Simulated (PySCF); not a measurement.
# C5H8ClF: core ionisation energies

Species: C₅H₈ClF.
Cartesian coordinates in Å at the PBE0-D3(BJ)/def2-SVP level; atoms count from 1:
```xyz
15
C5H8ClF angstrom
C     -1.6768   -0.3746   -0.8132
C     -0.7093    0.2420    0.1795
C      0.5354    0.9141   -0.4534
C      1.3866   -0.3189   -0.1019
Cl     1.6493   -1.4279   -1.4695
C      0.2489   -0.7681    0.8371
F     -0.1127   -2.0752    0.8071
H     -2.4172   -1.0044   -0.2987
H     -1.1510   -1.0033   -1.5456
H     -2.2168    0.4132   -1.3602
H     -1.2565    0.8681    0.9016
H      0.8750    1.8144    0.0794
H      0.4690    1.1418   -1.5262
H      2.3689   -0.1506    0.3584
H      0.4916   -0.4964    1.8788
```

Method used: delta-SCF UKS SCAN, pcX-2 on the ionised atom, pcseg-1 elsewhere, spin-free X2C in PySCF 2.14.0. Binding energies are ΔSCF values: E(core-ionised, relaxed orbitals) − E(ground state) at a fixed geometry, referred to the vacuum level.

Question: List the computed XPS lines with their assignment.

Answer: 
```json
{"atom(s)": "Cl5", "environment": "alkyl chlorine", "level": "Cl 2p3/2", "binding energy (eV)": "205.86", "2p1/2 (eV)": "207.51", "above the level's lowest (eV)": "0.00", "count": "1"}
{"atom(s)": "C1", "environment": "methyl carbon", "level": "C 1s", "binding energy (eV)": "290.69", "2p1/2 (eV)": "–", "above the level's lowest (eV)": "0.00", "count": "1"}
{"atom(s)": "C2", "environment": "four-membered-ring carbon", "level": "C 1s", "binding energy (eV)": "290.95", "2p1/2 (eV)": "–", "above the level's lowest (eV)": "+0.26", "count": "1"}
{"atom(s)": "C3", "environment": "four-membered-ring carbon", "level": "C 1s", "binding energy (eV)": "290.97", "2p1/2 (eV)": "–", "above the level's lowest (eV)": "+0.28", "count": "1"}
{"atom(s)": "C4", "environment": "sp3 C–Cl carbon", "level": "C 1s", "binding energy (eV)": "292.23", "2p1/2 (eV)": "–", "above the level's lowest (eV)": "+1.54", "count": "1"}
{"atom(s)": "C6", "environment": "sp3 C–F carbon", "level": "C 1s", "binding energy (eV)": "293.01", "2p1/2 (eV)": "–", "above the level's lowest (eV)": "+2.32", "count": "1"}
{"atom(s)": "F7", "environment": "alkyl fluorine", "level": "F 1s", "binding energy (eV)": "692.52", "2p1/2 (eV)": "–", "above the level's lowest (eV)": "0.00", "count": "1"}
{"atom(s)": "Cl5", "environment": "alkyl chlorine", "level": "Cl 1s", "binding energy (eV)": "2828.45", "2p1/2 (eV)": "–", "above the level's lowest (eV)": "0.00", "count": "1"}
```

Lowest listed C 1s: C1, bonded to C and 3 H. Highest, 2.32 eV above it: C6, bonded to F, 2 C and H. The widest gap between neighbouring values is 1.26 eV, between 290.97 and 292.23 eV. The values 290.95 and 290.97 eV lie too close for their order to be trusted.

Question: Which photon wavelength matches the C 1s of C3 threshold?

Answer: λ = hc/E = 12398.42 eV Å / 290.97 eV = 42.611 Å.

Question: Which photon energy gives electrons from C 1s of C3 a kinetic energy of 50 eV, and what is their de Broglie wavelength?

Answer: hν = 290.97 + 50 = 340.97 eV, recoil neglected; λ = 12.264 Å/√(E/eV) = 1.73 Å.

Spin–orbit coupling isn't in the SCF: each 2p doublet comes from a relaxed spin-free hole plus a matrix of the shell (mean-field spin–orbit coupling and the ground-state 2p splitting), with 2p3/2 averaged over its two sublevels. 2p1/2 minus 2p3/2 (ligand field included): Cl 1.65 eV. One conformer (not necessarily the lowest) at the PBE0-D3(BJ)/def2-SVP geometry, without solvent, vibrations or thermal averaging.
